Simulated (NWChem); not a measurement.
# Correlation energy of HP

SMILES: [PH]
```xyz
2

P      0.0000     0.0000     0.0898
H      0.0000     0.0000    -1.3473
```
Charge 0, spin multiplicity 3.

The numbers come from NWChem runs, not from measurements. All single points use one geometry, from UPBE0/def2-SVP, a minimum by its harmonic frequencies.

Basis set: def2-TZVP. Each correlation energy counts from its own Hartree-Fock reference.

The correlated methods keep 5 core orbitals frozen. This spin state was chosen for the runs; another may lie lower. The structure started from a generated list of species. The unpaired electrons of the parent sit in orbitals of symmetry b1 and b2 (C2v labels of the run); other states weren't searched. The stability of the SCF solutions was not checked. Open-shell Hartree-Fock references start from PBE0 orbitals. Coupled-cluster values serve here as a point of comparison, not as the truth.

**Question.** For the correlation energy, UMP2 gives -101.3 mHa and SCS-UMP2 gives -103.0 mHa. What do CCSD on ROHF, CCSD[T] on ROHF, CCSD(T) on ROHF give?

**Answer.** CCSD on ROHF: -133.2 mHa; CCSD[T] on ROHF: -138.1 mHa; CCSD(T) on ROHF: -138.1 mHa.
